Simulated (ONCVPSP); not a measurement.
Plane-wave convergence, ONCV potential for Ba (Z = 56)

* Element: Ba (Z = 56)
* Generator: ONCVPSP 4.0.1
* Type: optimised norm-conserving Vanderbilt (ONCV)
* Functional: PBE
* Relativity: scalar-relativistic
* Frozen core: [Kr] 4d10
* Valence charge: 10
* Reference configuration: 5s2 5p6 6s2
* Partial waves: 5s+6s: rc 3.05 bohr, ncon 4, nbas 8, qcut 3.8 1/bohr, 2 projectors; 5p: rc 1.95 bohr, ncon 4, nbas 8, qcut 4.9 1/bohr, 1 projector; d scattering state at 0.41 Ha: rc 2.80 bohr, ncon 4, nbas 7, qcut 3.4 1/bohr, 1 projector
* Local potential: polynomial inside 1.30 bohr (lpopt 4, dvloc0 0 Ha)
* Core correction: Teter function, fcfact 3.5, rcfact 1.75

In the d channel the program set the typed energies aside and used 0.050 Ha.

Question: For each optimised wave give the share of its norm inside rc, the residual kinetic energy above qcut (Ha) and the cutoffs (Ha) for errors of 10, 1, 0.1 and 0.01 mHa per electron.

Answer:

```csv
wave,norm inside rc,residual KE,10 mHa,1 mHa,0.1 mHa,0.01 mHa
5s,0.984,2.5e-06,1.7,3.1,5.3,6.8
6s,0.117,9.4e-06,1.4,3.5,5.8,7.5
5p,0.571,4.4e-04,7.2,10.9,30.3,52.7
d projector 1,0.083,4.5e-05,2.5,4.0,5.3,8.9
```

The occupied waves need 11 Ha and 30 Ha for 1 and 0.1 mHa. Note: no bound ghost flagged; GHOST(+) flagged for s at 4.0 eV.
